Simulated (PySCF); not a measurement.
**Computed vibrations of YbCl3(H2O)**

YbCl3(H2O) (singlet in the valence; each metal's 4f electrons, 13 of them, lie in its core potential, out of spins and levels). PySCF 2.14.0, RKS PBE0, Yb lcecp-1-SVP with ECP59, Cl def2-SVP, O def2-SVP, H def2-SVP; non-relativistic Hamiltonian with scalar-relativistic core potentials where named; density fitting; no spin-orbit coupling. Central differences of gradients.

```xyz
7

Yb    0.0141   -0.0259    0.0206
Cl    1.0950    1.8754    1.1165
Cl   -1.6146   -1.3187    1.2902
Cl    1.1182   -1.1644   -1.8370
O    -1.2783    1.3866   -1.2631
H    -1.2447    2.3465   -1.1491
H    -1.6720    1.2005   -2.1257
```

Run from Python with OMP_NUM_THREADS=2. Where DIIS fails, smearing, a level shift and second-order steps follow.
It took 2.7 min on 2 threads of Arm Neoverse V2, on a shared host.

Task: What are the harmonic wavenumbers and infrared intensities?

Result: Negative numbers are unstable modes, those under 60 cm⁻¹ near the noise; a finer grid moves soft modes by up to 10 cm⁻¹.
```csv
cm⁻¹,km/mol,symmetry
14,13.1,
48,20.0,
67,28.1,
69,1.9,
76,4.2,
148,7.6,
251,207.8,
322,6.0,
332,6.0,
341,67.9,
348,125.8,
493,68.8,
1602,125.4,
3834,165.0,
3929,204.0,
```

Task: Is this a minimum?

Result: Yes, within the noise of the softest modes. Ideal gas at 298.15 K and 1 bar: S = 456.0 J/(mol K), Cp = 122.2 J/(mol K), H − H(0 K) = 28.3 kJ/mol (rigid rotor, harmonic modes, spin degeneracy alone, that of the 4f electrons in the core included; the modes under 60 cm⁻¹ make these uncertain).

An lcecp potential fixes the number of 4f electrons, so in runs with it no electron can move into or out of that shell.
